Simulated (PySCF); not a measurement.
A calculated (r2SCAN, PySCF 2.14, aug-cc-pVTZ, the non-relativistic Hamiltonian (point nucleus)) atom or ion has these occupied shells.

```json
{"shell": "1s", "electrons": "2", "orbital energy (eV)": "-134.54", "rms radius, mean of both spins (bohr)": "0.483"}
```

Q: Name the element and its charge.

A: Be²⁺ (beryllium, charge +2), in 1s2, closed-shell 1S.
